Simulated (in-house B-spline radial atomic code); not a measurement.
TDHF excitations of Kr6+

Method: TDHF. Computed with an all-electron radial atomic-structure program (B-spline basis): linear response of the closed shell [Ar] 3d10 4s2 with bare exchange (time-dependent Hartree-Fock); non-relativistic, point nucleus, no spin-orbit coupling, no double excitations, S, P, D and F terms only; shells from n = 2 respond. Only terms of natural parity with L up to 3 were computed.

Without relativity these are model numbers for so heavy an element.

Command:
```bash
python run_td.py task.json out
```
Settings (radii: box in bohr, nucleus in fm):
```
Z                        36
electrons                30
configuration            [Ar] 3d10 4s2
hamiltonian              nr
method                   hf
box_radius               14.35
intervals                53
```

Run time, properties included: 0.7 s on 1 thread of Intel(R) Xeon(R) Platinum 8488C (Sapphire Rapids), with other jobs on the host.

The lowest states, in the order of their Tamm-Dancoff energies; the method's threshold (minus the highest occupied level) is 105.58 eV. Labels give the largest channel, * marks a mixed state, and oscillator strengths are full-response dipole values. Energies in eV:

| state | full response | Tamm-Dancoff | oscillator strength |
| --- | --- | --- | --- |
| 4s → 4p 3P | 11.955 | 12.602 | - |
| 4s → 4p 1P | 19.272 | 19.830 | 1.51 |
| 4s → 4d 3D | 40.32 | 40.35 | - |
| 4s → 4d 1D | 42.96 | 43.02 | - |
| 4s → 5s 3S | 51.84 | 51.85 | - |
| 4s → 5s 1S | 53.30 | 53.33 | - |
| 4s → 5p 3P | 58.45 | 58.46 | - |
| 4s → 5p 1P | ? | ? | ? |
| 4s → 4f 3F | 62.15 | 62.16 | - |
| 4s → 4f 1F | ? | ? | - |
| 4s → 5d 3D | 68.56 | 68.56 | - |
| 4s → 5d 1D | 69.08 | 69.10 | - |
| 4s → 6s 3S | 73.27 | 73.27 | - |
| 4s → 6s 1S | 73.73 | 73.75 | - |
| 4s → 6p 3P | 76.40 | 76.40 | - |
| 4s → 6p 1P | 76.65 | 76.66 | 0.0494 |

(1) Where does 4s → 4f 1F lie?

(2) Where does 4s → 5p 1P lie?

(3) How large is the singlet-triplet splitting of 4s → 4p (P terms) in Tamm-Dancoff?

(4) What polarisabilities and dispersion coefficient does the method give?

## Answers

(1) At 63.12 eV in full response, 63.13 eV in Tamm-Dancoff.

(2) At 59.14 eV in full response, 59.18 eV in Tamm-Dancoff, oscillator strength 0.108.

(3) 7.23 eV, from the unrounded values.

(4) Dipole 3.26 bohr³, quadrupole 3.412 bohr⁵, C6 6.543 hartree·bohr⁶ for two such species.
